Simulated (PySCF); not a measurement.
Mapped SMILES: `[CH2:1]=[CH:2][GeH2:3][NH2:4]`; H(Xn) means a hydrogen on atom n. Ha(C1) is cis to Ge3; Hb(C1) is trans to Ge3.

Geometry: PBE0-D3(BJ)/def2-SVP; GIAO absolute shieldings from PySCF 2.14, gas phase, non-relativistic, averaged over equivalent atoms.

At PBE0/pcSseg-1 (127 basis functions, 8.4 s wall time on 1 thread of an Arm Neoverse V2, shared host):
```json
{"atoms": "C2", "σ (ppm)": "39.7"}
{"atoms": "C1", "σ (ppm)": "40.9"}
{"atoms": "Ge3", "σ (ppm)": "1393.5"}
{"atoms": "N4", "σ (ppm)": "262.8"}
{"atoms": "H(C2)", "σ (ppm)": "24.65"}
{"atoms": "Hb(C1)", "σ (ppm)": "24.88"}
{"atoms": "Ha(C1)", "σ (ppm)": "25.06"}
{"atoms": "H(Ge3)", "σ (ppm)": "26.33"}
{"atoms": "H(N4)", "σ (ppm)": "31.74"}
```

**Question.** Predict the values at CAM-B3LYP/pcSseg-2 on the same geometry.

**Answer.** 
| atoms | σ at CAM-B3LYP/pcSseg-2 | change |
| --- | --- | --- |
| C2 | 29.4 | -10.3 |
| C1 | 34.8 | -6.1 |
| Ge3 | 1379.4 | -14.1 |
| N4 | 257.5 | -5.3 |
| H(C2) | 24.66 | +0.01 |
| Hb(C1) | 24.95 | +0.07 |
| Ha(C1) | 25.12 | +0.06 |
| H(Ge3) | 26.44 | +0.11 |
| H(N4) | 31.68 | -0.06 |

The largest change is at Ge3 (germanium bonded to C, N, 2 H). Cost: 269 basis functions, 36 s wall time on 1 thread of an Arm Neoverse V2, shared host.

Relativistic effects, spin–orbit coupling among them, are left out; they matter for Ge and for the light atoms bonded to it.
